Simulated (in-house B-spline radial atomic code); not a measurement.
# Binding energies in Yb²⁺

NIST's tabulated ground configuration is [Xe] 4f14; each binding energy is the energy of the ion with one electron taken from that subshell, relaxed, less that of the parent. Level of theory: Dirac-Hartree-Fock, average of configuration, Fermi nucleus of rms radius 5.3108 fm; calculated with a radial B-spline atomic code at the basis-set limit. Energies include first-order Breit, QED and recoil terms.

| subshell | X-ray name | binding energy (eV) | -ε (eV) | relaxation (eV) |
| --- | --- | --- | --- | --- |
| 1s | K | 61343.9 | 61719.8 | 85.7 |
| 2s | L1 | 10510 | 10596.5 | 51.6 |
| 2p1/2 | L2 | 9994 | 10084.0 | 55.8 |
| 2p3/2 | L3 | 8958.8 | 9034.5 | 53.2 |
| 3s | M1 | 2418.5 | 2455.3 | 30.0 |
| 3p1/2 | M2 | 2192.7 | 2229.9 | 30.8 |
| 3p3/2 | M3 | 1969.9 | 2003.3 | 29.5 |
| 3d3/2 | M4 | 1590.7 | 1625.0 | 31.9 |
| 3d5/2 | M5 | 1543 | 1576.0 | 31.4 |
| 4s | N1 | 508.2 | 522.3 | 12.7 |
| 4p1/2 | N2 | 416.3 | 429.9 | 12.3 |
| 4p3/2 | N3 | 366.2 | 378.2 | 11.2 |
| 4d3/2 | N4 | 215.1 | 225.9 | 10.5 |
| 4d5/2 | N5 | 206 | 216.3 | 10.1 |
| 5s | O1 | 78.67 | 80.54 | 1.65 |
| 5p1/2 | O2 | 51.37 | 52.84 | 1.34 |
| 5p3/2 | O3 | 45.25 | 46.37 | 1.06 |
| 4f5/2 | N6 | 21.69 | 28.97 | 7.37 |
| 4f7/2 | N7 | 20.45 | 27.38 | 7.07 |

Relaxation = -ε minus the binding energy without Breit, QED and recoil terms.

Emission lines follow as differences of binding energies, with λ = 12398.42 eV·Å / E:

```csv
line,holes,energy (eV),wavelength (Å)
K-L3,1s → 2p3/2,52385.1,0.23668
K-L2,1s → 2p1/2,51349.9,0.24145
K-M3,1s → 3p3/2,59374.0,0.20882
L3-M5,2p3/2 → 3d5/2,7415.8,1.6719
L2-M4,2p1/2 → 3d3/2,8403.3,1.4754
L1-M3,2s → 3p3/2,8540.1,1.4518
L3-M1,2p3/2 → 3s,6540.3,1.8957
L2-N4,2p1/2 → 4d3/2,9778.9,1.2679
M5-N7,3d5/2 → 4f7/2,1522.5,8.1432
M4-N6,3d3/2 → 4f5/2,1569.0,7.9021
```

Problem. What screening constant σ does Moseley's law, E = (3/4)·13.6057 eV·(Z - σ)², need for K-L3?

Solution. σ = -1.65.

Moseley's non-relativistic formula needs a falling, then negative, screening constant for heavy elements, because relativity binds the 1s electron more strongly than the formula allows.
